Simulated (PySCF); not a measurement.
F₂Mg, charge +1, doublet, at a GFN2-xTB geometry (such geometries of metal compounds can be far from the true shape) (a state made from the parent by changing its charge; the spin is typed, not shown lowest); PySCF with CAMB3LYP/aug-cc-pVDZ.

Input for PySCF:
```python
from pyscf import gto, scf, dft

mol = gto.M(
    atom='''
Mg    0.020849   -0.002923   -0.007000
F    -0.224165    1.320818   -1.172351
F     0.196367   -1.316920    1.181684
''',
    basis='aug-cc-pvdz',
    charge=1,
    spin=1,
    verbose=4,
)

mf = dft.UKS(mol)
mf.xc = 'camb3lyp'
mf.grids.atom_grid = (99, 590)
mf.grids.prune = None
mf.kernel()
```

It wrote (shortened):

```
PySCF version 2.14.0

[INPUT] verbose = 4
[INPUT] num. atoms = 3
[INPUT] num. electrons = 29
[INPUT] charge = 1
[INPUT] spin (= nelec alpha-beta = 2S) = 1
[INPUT] symmetry False subgroup None
[INPUT] Mole.unit = angstrom
[INPUT] Symbol           X                Y                Z      unit          X                Y                Z       unit  Magmom
[INPUT]  1 Mg     0.020849000000  -0.002923000000  -0.007000000000 AA    0.039398899971  -0.005523669462  -0.013228082872 Bohr   0.0
[INPUT]  2 F     -0.224165000000   1.320818000000  -1.172351000000 AA   -0.423610456713   2.495984280396  -2.215422311860 Bohr   0.0
[INPUT]  3 F      0.196367000000  -1.316920000000   1.181684000000 AA    0.371079849902  -2.488618127962   2.233059125781 Bohr   0.0

nuclear repulsion = 76.2339954911767
number of shells = 24
number of NR pGTOs = 120
number of NR cGTOs = 73
basis = aug-cc-pvdz
ecp = {}

******** <class 'pyscf.dft.uks.UKS'> ********
method = UKS
initial guess = minao
damping factor = 0
level_shift factor = 0
DIIS = <class 'pyscf.scf.diis.CDIIS'>
diis_start_cycle = 1
diis_space = 8
diis_damp = 0
SCF conv_tol = 1e-09
SCF conv_tol_grad = None
SCF max_cycles = 50
direct_scf = True
direct_scf_tol = 1e-13
number electrons alpha = 15  beta = 14
XC library pyscf.dft.libxc version 7.1.2
    S. Lehtola, C. Steigemann, M. J. T. Oliveira, and M. A. L. Marques,  SoftwareX 7, 1–5 (2018)
XC functionals = camb3lyp
    T. Yanai, D. P. Tew, and N. C. Handy,  Chem. Phys. Lett. 393, 51 (2004)
radial grids:
    Treutler-Ahlrichs [JCP 102, 346 (1995); DOI:10.1063/1.469408] (M4) radial grids

becke partition: Becke, JCP 88, 2547 (1988); DOI:10.1063/1.454033
pruning grids: None
grids dens level: 3
symmetrized grids: False
atomic radii adjust function: <function treutler_atomic_radii_adjust>
User specified grid scheme (99, 590)
small_rho_cutoff = 0
Set gradient conv threshold to 3.16228e-05
tot grids = 175232
init E= -399.642807527093

cycle= 1 E= -399.365273453734  delta_E= 0.278  |g|= 0.25  |ddm|= 1.09
cycle= 2 E= -399.377548937359  delta_E= -0.0123  |g|= 0.241  |ddm|= 0.402
cycle= 3 E= -399.39558905816  delta_E= -0.018  |g|= 0.0281  |ddm|= 0.138
cycle= 4 E= -399.395926676214  delta_E= -0.000338  |g|= 0.0084  |ddm|= 0.0226
cycle= 5 E= -399.395766605599  delta_E= 0.00016  |g|= 0.0231  |ddm|= 0.0205
cycle= 6 E= -399.395970198143  delta_E= -0.000204  |g|= 0.00158  |ddm|= 0.0162
cycle= 7 E= -399.395972358091  delta_E= -2.16e-06  |g|= 0.000173  |ddm|= 0.0022
cycle= 8 E= -399.395972422327  delta_E= -6.42e-08  |g|= 6.13e-05  |ddm|= 0.000433
cycle= 9 E= -399.395972447994  delta_E= -2.57e-08  |g|= 4.92e-05  |ddm|= 0.000263
cycle= 10 E= -399.395972477407  delta_E= -2.94e-08  |g|= 4.13e-05  |ddm|= 0.000353
cycle= 11 E= -399.395972543743  delta_E= -6.63e-08  |g|= 1.26e-05  |ddm|= 0.00143
cycle= 12 E= -399.395972547138  delta_E= -3.4e-09  |g|= 8.16e-06  |ddm|= 0.000341
cycle= 13 E= -399.395972547258  delta_E= -1.2e-10  |g|= 2.91e-06  |ddm|= 6.37e-05
Extra cycle  E= -399.395972547222  delta_E= 3.6e-11  |g|= 9.98e-06  |ddm|= 8.02e-06
converged SCF energy = -399.395972547222  <S^2> = 0.76019253  2S+1 = 2.0101667
```
